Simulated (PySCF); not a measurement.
Radial density of B (boron, neutral)

B97-3, [He] 2s1 2p1 3d1, one real determinant (an excited configuration). Computed with PySCF 2.14 in aug-cc-pCVTZ-DK (7s6p4d2f, 59 functions), with the spin-free X2C one-electron Hamiltonian (Gaussian nucleus).

```json
{"r (bohr)": "0.00612", "4πr²ρ (e/bohr)": "0.03225", "4πr²(ρα − ρβ)": "0.0009"}
{"r (bohr)": "0.0103", "4πr²ρ (e/bohr)": "0.08749", "4πr²(ρα − ρβ)": "0.0024"}
{"r (bohr)": "0.0173", "4πr²ρ (e/bohr)": "0.2284", "4πr²(ρα − ρβ)": "0.0063"}
{"r (bohr)": "0.0291", "4πr²ρ (e/bohr)": "0.5725", "4πr²(ρα − ρβ)": "0.0158"}
{"r (bohr)": "0.0490", "4πr²ρ (e/bohr)": "1.324", "4πr²(ρα − ρβ)": "0.0362"}
{"r (bohr)": "0.0824", "4πr²ρ (e/bohr)": "2.690", "4πr²(ρα − ρβ)": "0.0721"}
{"r (bohr)": "0.139", "4πr²ρ (e/bohr)": "4.379", "4πr²(ρα − ρβ)": "0.1112"}
{"r (bohr)": "0.233", "4πr²ρ (e/bohr)": "4.990", "4πr²(ρα − ρβ)": "0.1106"}
{"r (bohr)": "0.392", "4πr²ρ (e/bohr)": "3.235", "4πr²(ρα − ρβ)": "0.0845"}
{"r (bohr)": "0.660", "4πr²ρ (e/bohr)": "1.142", "4πr²(ρα − ρβ)": "0.3380"}
{"r (bohr)": "1.11", "4πr²ρ (e/bohr)": "1.031", "4πr²(ρα − ρβ)": "0.9866"}
{"r (bohr)": "1.87", "4πr²ρ (e/bohr)": "0.9594", "4πr²(ρα − ρβ)": "0.9592"}
{"r (bohr)": "3.14", "4πr²ρ (e/bohr)": "0.3267", "4πr²(ρα − ρβ)": "0.3267"}
{"r (bohr)": "5.28", "4πr²ρ (e/bohr)": "0.2738", "4πr²(ρα − ρβ)": "0.2738"}
{"r (bohr)": "8.88", "4πr²ρ (e/bohr)": "0.01267", "4πr²(ρα − ρβ)": "0.0127"}
```

Densities and radii are taken from the X2C orbitals without a picture-change correction, which distorts them close to the nucleus.

⟨L²⟩ = 8.00 against 12 for a pure F term, so this real determinant mixes terms. The outer electron is Rydberg-like, and this basis confines it to a smaller radius and binds it less than a complete one would. At B97-3 the highest occupied level has a positive energy, so only the finite basis holds that electron; for this excited configuration the basis is too tight for the outer shell.
